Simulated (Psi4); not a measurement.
HISSe (SMILES S[Se]I), singlet, geometry from GFN2-xTB (core potentials on I); CAM-B3LYP/def2-TZVPD in Psi4 1.11.

Here is a job for Psi4.
```
memory 2 GB

molecule mol {
0 1
Se   -0.701258   -0.197711    1.000296
I     1.129563    0.523640   -0.556833
S    -2.149088   -1.164131   -0.265833
H    -1.638666   -2.404661   -0.244584
}

set {
  basis def2-tzvpd
  reference rks
}

energy('cam-b3lyp')
print_variables()
```

Task: Predict the main parts of the log of this Psi4 run.

Result: 
```
   => Loading Basis Set <=

    Name: DEF2-TZVPD
    Role: ORBITAL
    Keyword: BASIS

    !!!  WARNING: ECP capability is in beta. Please check occupations closely.  !!!

         ---------------------------------------------------------
                                   SCF
               by Justin Turney, Rob Parrish, Andy Simmonett
                          and Daniel G. A. Smith
                              RKS Reference
         ---------------------------------------------------------

  ==> Geometry <==

    Molecular point group: c1
    Full point group: C1

    Geometry (in Angstrom), charge = 0, multiplicity = 1:

       Center              X                  Y                   Z               Mass
    ------------   -----------------  -----------------  -----------------  -----------------
         SE          -0.771909166660    -0.243618775781     0.998086459347    79.916521800000
         I            1.058911833340     0.477732224219    -0.559042540653   126.904471900000
         S           -2.219739166660    -1.210038775781    -0.268042540653    31.972071174400
         H           -1.709317166660    -2.450568775781    -0.246793540653     1.007825032230

  Running in c1 symmetry.

  Rotational constants: A =      0.20524  B =      0.03526  C =      0.03027 [cm^-1]
  Rotational constants: A =   6152.85084  B =   1056.91842  C =    907.49835 [MHz]
  Nuclear repulsion =  386.454617004059685

  Charge       = 0
  Multiplicity = 1
  Electrons    = 76
  Nalpha       = 38
  Nbeta        = 38

  ==> Algorithm <==

  SCF Algorithm Type is DF.
  DIIS enabled.
  MOM disabled.
  Fractional occupation disabled.
  Guess Type is SAD.
  Energy threshold   = 1.00e-06
  Density threshold  = 1.00e-06
  Integral threshold = 1.00e-12

  ==> Primary Basis <==

  Basis Set: DEF2-TZVPD
    Blend: DEF2-TZVPD
    Number of shells: 59
    Number of basis functions: 171
    Number of Cartesian functions: 195
    Spherical Harmonics?: true
    Max angular momentum: 3

  Core potential: DEF2-TZVPD
    Number of shells: 4
    Number of ECP primitives: 29
    Number of ECP core electrons: 28
    Max angular momentum: 3

  ==> DFT Potential <==

   => LibXC <=

    Version 7.1.2
    S. Lehtola, C. Steigemann, M. J. T. Oliveira, and M. A. L. Marques,  SoftwareX 7, 1–5 (2018) (10.1016/j.softx.2017.11.002)

   => Composite Functional: CAM-B3LYP <=

    CAM-B3LYP Hyb-GGA Exchange-Correlation Functional

    T. Yanai, D. P. Tew, and N. C. Handy,  Chem. Phys. Lett. 393, 51 (2004) (10.1016/j.cplett.2004.06.011)

    Deriv               =              1
    GGA                 =           TRUE
    Meta                =          FALSE

    Exchange Hybrid     =           TRUE
    MP2 Hybrid          =          FALSE

   => Exchange Functionals <=

    0.3500         Becke 88 [omega = 0.3300]
    0.4600   Short-range recipe for B88 functional - erf [omega = 0.3300]

   => Exact (HF) Exchange <=

    0.4600            HF,LR [omega = 0.3300]
    0.1900               HF

   => Correlation Functionals <=

    0.1900   Vosko, Wilk & Nusair (VWN5)
    0.8100   Lee, Yang & Parr

   => LibXC Density Thresholds  <==

    XC_HYB_GGA_XC_CAM_B3LYP:  1.00E-14

   => Molecular Quadrature <=

    Radial Scheme          =       TREUTLER
    Pruning Scheme         =           NONE
    Nuclear Scheme         =       TREUTLER

    Blocking Scheme        =         OCTREE
    BS radius alpha        =              1
    Pruning alpha          =              1
    Radial Points          =             75
    Spherical Points       =            302
    Total Points           =          88624
    Total Blocks           =            758
    Max Points             =            254
    Max Functions          =            161
    Weights Tolerance      =       1.00E-15

   => Loading Basis Set <=

    Name: (DEF2-TZVPD AUX)
    Role: JKFIT
    Keyword: DF_BASIS_SCF

  ==> Integral Setup <==

  SCF_SUBTYPE=INCORE selected. In-core MEM_DF algorithm will be used.
[...]
    Mask sparsity (%):       3.1599
    Fitting Condition:        1E-10

   => Auxiliary Basis Set <=

  Basis Set: (DEF2-TZVPD AUX)
    Blend: DEF2-UNIVERSAL-JKFIT
    Number of shells: 150
    Number of basis functions: 630
    Number of Cartesian functions: 855
    Spherical Harmonics?: true
    Max angular momentum: 5

  Minimum eigenvalue in the overlap matrix is 8.6485583380E-04.
  Reciprocal condition number of the overlap matrix is 1.3065396675E-04.
    Using symmetric orthogonalization.

  ==> Pre-Iterations <==

  SCF Guess: Superposition of Atomic Densities via on-the-fly atomic UHF (no occupation information).

   -------------------------
    Irrep   Nso     Nmo
   -------------------------
     A        171     171
   -------------------------
    Total     171     171
   -------------------------

  ==> Iterations <==

                           Total Energy        Delta E     RMS |[F,P]|

   @DF-RKS iter SAD: -3093.46072374588675   -3.09346e+03   0.00000e+00
   @DF-RKS iter   1: -3096.52357839045180   -3.06285e+00   1.41905e-02 ADIIS/DIIS
   @DF-RKS iter   2: -3089.55263273095852    6.97095e+00   2.12796e-02 ADIIS/DIIS
   @DF-RKS iter   3: -3097.42449384632300   -7.87186e+00   5.97489e-03 ADIIS/DIIS
   @DF-RKS iter   4: -3098.09234076594748   -6.67847e-01   2.88282e-03 ADIIS/DIIS
   @DF-RKS iter   5: -3098.19843105158088   -1.06090e-01   1.08916e-03 ADIIS/DIIS
   @DF-RKS iter   6: -3098.22616959926563   -2.77385e-02   4.61120e-04 ADIIS/DIIS
   @DF-RKS iter   7: -3098.22992867194807   -3.75907e-03   1.55102e-04 ADIIS/DIIS
   @DF-RKS iter   8: -3098.23029141019424   -3.62738e-04   5.27392e-05 DIIS
   @DF-RKS iter   9: -3098.23034451450894   -5.31043e-05   1.72004e-05 DIIS
   @DF-RKS iter  10: -3098.23035226929323   -7.75478e-06   5.67286e-06 DIIS
   @DF-RKS iter  11: -3098.23035351912449   -1.24983e-06   1.74398e-06 DIIS
   @DF-RKS iter  12: -3098.23035370879006   -1.89666e-07   5.99963e-07 DIIS
  Energy and wave function converged.

  ==> Post-Iterations <==

   Electrons on quadrature grid:
      Ntotal   =   76.0000085712 ; deviation = 8.571e-06

    Orbital Energies [Eh]
    ---------------------

    Doubly Occupied:

[...]
    Virtual:

[...]
     171A    117.756638

    Final Occupation by Irrep:
              A
    DOCC [    38 ]
    NA   [    38 ]
    NB   [    38 ]

  @DF-RKS Final Energy: -3098.23035370879006

   => Energetics <=

    Nuclear Repulsion Energy =            386.4546170040596849
    One-Electron Energy =               -5182.4844939052800328
    Two-Electron Energy =                1802.1701147879844029
    DFT Exchange-Correlation Energy =    -104.3705915955537478
    Empirical Dispersion Energy =           0.0000000000000000
    VV10 Nonlocal Energy =                  0.0000000000000000
    Total Energy =                      -3098.2303537087900622

Computation Completed

Properties will be evaluated at   0.000000,   0.000000,   0.000000 [a0]

Properties computed using the SCF density matrix

 Multipole Moments:

 ------------------------------------------------------------------------------------
     Multipole            Electronic (a.u.)      Nuclear  (a.u.)        Total (a.u.)
 ------------------------------------------------------------------------------------

 L = 1.  Multiply by 2.5417464519 to convert [e a0] to [Debye]
 Dipole X            :         69.8249676          -69.9146882           -0.0897206
 Dipole Y            :         33.8988777          -34.3002714           -0.4013937
 Dipole Z            :        -29.0882878           29.1460055            0.0577177
 Magnitude           :                                                    0.4153288

 ------------------------------------------------------------------------------------

  Variable Map:
  ----------------------------------------------------------------------------
[...]
  Array Variable Map:
  ----------------------------------------------------------------------------
[...]
[...]
```
